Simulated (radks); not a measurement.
The numbers below are computed, except where a source is named.
Question: The mean radii <r> (bohr) of the occupied orbitals of an atom or ion are listed with their occupations. Code: a radial shooting solver on a logarithmic mesh with Libxc functionals. Model: non-relativistic Kohn-Sham, exchange-only r2SCAN, spin-polarised, spherical densities, point nucleus; meta-GGA in the generalised Kohn-Sham scheme.

| orbital | occ. | <r> |
|---|---|---|
| 1s up | 1 | 0.1582 |
| 1s down | 1 | 0.1576 |
| 2s up | 1 | 0.8207 |
| 2s down | 1 | 0.8420 |
| 2p up | 3 | 0.7983 |
| 2p down | 1 | 0.8368 |

Name the element and its charge. Open shells, if any, are filled with parallel spins first.

Answer: Z = 10, neon, charge +2: Ne2+ in [He] 2s2 2p4. The 1s radius gives Z: for a bare nucleus <r> = 1.5/Z, 0.15 bohr for Z = 10, and screening makes it slightly larger (0.1582 here). The occupations add up to 8, and the charge is Z minus that.
